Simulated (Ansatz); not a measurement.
`[SiH3][SiH2][GaH2]` + H₂ → `[GaH3]` + `[SiH3][SiH3]` at 400 K and 1 bar (hydrogenolysis of a Ga–Si bond).

Gas-phase electronic energies from Ansatz, PBE0-D4/def2-TZVP geometries. CCSD(T)/CBS adds triple-zeta CCSD(T) − MP2 to the extrapolated MP2 energy (def2 sets, frozen cores). This one scheme is used for every species. For Ga outer-core shells are correlated without core-valence functions, which leaves a few kJ/mol of doubt a bond. Scalar relativity is left out up to krypton.

| species | CCSD(T)/CBS energy (Eh) | H − E (kJ/mol) | S (J/(mol·K)) |
| --- | --- | --- | --- |
| `[SiH3][SiH2][GaH2]` | -2506.27760 | 179.3 | 405.6 |
| H₂ | -1.17544 | 38.0 | 139.0 |
| `[GaH3]` | -1925.70545 | 64.2 | 231.8 |
| `[SiH3][SiH3]` | -581.74359 | 152.8 | 300.2 |

H − E and S are ideal-gas, rigid-rotor, harmonic terms from PBE0-D4/def2-TZVP. The MP2-based limit puts H₂ 0.8 mEh under its directly extrapolated value; such offsets cancel only in part. 1 Eh = 2625.50 kJ/mol, R = 8.31446 J/(mol·K).

By hand: ΔE, ΔH, ΔS and ΔG.

ΔE = (-1925.70545) + (-581.74359) − (-2506.27760) − (-1.17544) = 0.00400 Eh = 10.5 kJ/mol. Δ(H − E) = 64.2 + 152.8 − 179.3 − 38.0 = -0.3, so ΔH = 10.2 kJ/mol. ΔS = 231.8 + 300.2 − 405.6 − 139.0 = -12.6 J/(mol·K). ΔG = 10.2 − 400 × (-12.6)/1000 = 15.2 kJ/mol.

By hand: the equilibrium constant, and the temperature at which ΔG would vanish if ΔH and ΔS stayed fixed.

log₁₀ K = −ΔG/(RT ln 10) = -2.0. ΔH and −TΔS have one sign here, so there is no such temperature.

TΔS isn't small against ΔH here. A doubt of 5 kJ/mol in ΔE shifts log₁₀ K by 0.7 here. These are equilibria of isolated gas molecules and say nothing of rates. Largest T1 diagnostic: 0.014 (customary marks: 0.02 for closed shells, 0.045 for open ones).
